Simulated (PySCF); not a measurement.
Gas-phase reaction: TiCl₄ + 4 HBr ⇌ TiBr₄ + 4 HCl

Computed with PySCF (xtb for GFN2) and rigid-rotor harmonic-oscillator thermochemistry at 1 bar. † marks an energy on the PBE0/def2-TZVP geometry and frequencies; other levels use their own. MP2 freezes the core. 6-31G* has spherical d functions here. All species are closed-shell singlets. B3LYP is the form with VWN-RPA correlation. Br: all electrons, no relativistic terms. MP2 isn't extrapolated to the basis-set limit; its ΔH°(298 K) is -27.3 kJ in def2-SVP and -40.2 kJ in def2-TZVPP. The harmonic model lacks anharmonicity and excited electronic states, which grow with temperature; levels with a mode under 35 cm⁻¹ are left out. Soft modes under 120 cm⁻¹ make the harmonic entropy rough for TiCl₄, TiBr₄.

| level | ΔE electronic, kJ | ΔH°(298 K), kJ | ΔS°(298 K), J/K | ΔG°(1400 K), kJ |
|---|---|---|---|---|
| B3LYP/6-31G* | 8 | 14 | -2 | 16 |
| BLYP/def2-TZVP† | 12 | 18 | -1 | 18 |
| GFN2-xTB | 5 | 8 | 0 | 7 |
| HF/def2-TZVP† | 13 | 19 | -1 | 19 |
| MP2/def2-SVP† | -33 | -27 | -1 | -27 |
| MP2/def2-TZVPP† | -46 | -40 | -1 | -40 |
| PBE/def2-TZVP† | 1 | 7 | -1 | 7 |
| r2SCAN/def2-TZVP† | -1 | 5 | -1 | 5 |
| LDA/def2-TZVP† | 2 | 8 | -1 | 7 |
ΔH° is lowest at MP2/def2-TZVPP† and highest at HF/def2-TZVP†. No reference value is set beside these.
